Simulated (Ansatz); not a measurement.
`CB([SiH3])BS`. Total charge 0; spin multiplicity 1. All single points use the PBE0-D4/def2-TZVP geometry. It is one conformer, not always the lowest.

```xyz
13

C     0.431    1.601    0.417
B    -0.080    0.242   -0.163
Si    1.299   -1.142   -0.709
B    -1.669   -0.161   -0.333
S    -2.661   -0.895    0.947
H     0.477    1.413    1.503
H    -0.248    2.446    0.287
H     1.444    1.887    0.124
H     2.514   -1.078    0.155
H     1.723   -0.800   -2.101
H     0.808   -2.547   -0.718
H    -2.271   -0.030   -1.362
H    -1.768   -0.937    1.953
```

(1) What is the dipole moment at PBE/def2-TZVPP? (Best estimate.)

(2) And with r2SCAN, B3LYP, ωB97M-V? (Estimate.)

(3) Give the Mulliken charges with PBE, r2SCAN, B3LYP in def2-TZVPP. (Estimate.)

Answers

(1) The calculation gave: 1.47 D, with components (0.42, 0.93, 1.06) D in this frame, pointing from negative to positive charge.

(2) Computed: r2SCAN 1.48 D, B3LYP 1.41 D, ωB97M-V 1.43 D.

(3) Ansatz gave: 
| atom | PBE | r2SCAN | B3LYP |
| --- | --- | --- | --- |
| C1 | -0.30 | -0.20 | -0.28 |
| B2 | 0.10 | 0.08 | 0.09 |
| Si3 | 0.06 | 0.16 | 0.11 |
| B4 | -0.02 | -0.01 | -0.01 |
| S5 | -0.13 | -0.12 | -0.14 |
| H6 | 0.10 | 0.07 | 0.09 |
| H7 | 0.11 | 0.07 | 0.11 |
| H8 | 0.11 | 0.07 | 0.10 |
| H9 | -0.06 | -0.08 | -0.07 |
| H10 | -0.05 | -0.07 | -0.07 |
| H11 | -0.05 | -0.08 | -0.07 |
| H12 | 0.04 | 0.02 | 0.05 |
| H13 | 0.11 | 0.09 | 0.10 |

B3LYP here is the variant with VWN-RPA as its local correlation; programs differ in this.
